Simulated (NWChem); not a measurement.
Species: SnH$_{3}$O$_{2}$F; SMILES [OH][SnH]([OH])[F]

```xyz
7

Sn    -0.0008    -0.0349    -0.2520
O     -0.2011    -1.8480     0.5448
O      1.6438     0.8441     0.4663
F     -1.4198     1.1258     0.4460
H     -0.1085    -0.1796    -1.9549
H      0.0294    -1.8146     1.4944
H      1.3586     1.6406     0.9589
```
Atoms are numbered in this order, from 1.

All runs: NWChem. Medium grid unless said otherwise, to which SCAN and Minnesota functionals are sensitive. Coordinates come from a PBE-D3(BJ)/def2-SVP optimisation. def2 effective core potentials on Sn; no spin-orbit coupling. B3LYP is NWChem's, with the RPA form of VWN correlation. Total energies of different functionals are on different scales.

```tsv
level	energy (Ha)	highest occupied level (eV)	orbital gap (eV)	dipole (D)
B3LYP/def2-SVP	-466.3004	-8.49	6.74	0.82
PBE/def2-SVP	-465.9760	-7.00	4.64	0.77
PW91/def2-SVP	-466.2427	-7.07	4.62	0.77
Hartree-Fock/def2-SVP	-464.0873	-13.28	15.56	0.98
LDA (Slater exchange, VWN5)/def2-SVP	-464.1794	-7.17	4.57	0.80
BLYP/def2-SVP	-466.1431	-6.86	4.55	0.77
M06-2X/def2-SVP	-466.0720	-10.54	10.29	0.86
OLYP/def2-SVP	-466.3887	-6.90	4.70	0.78
RPBE/def2-SVP	-466.2672	-6.95	4.67	0.76
```
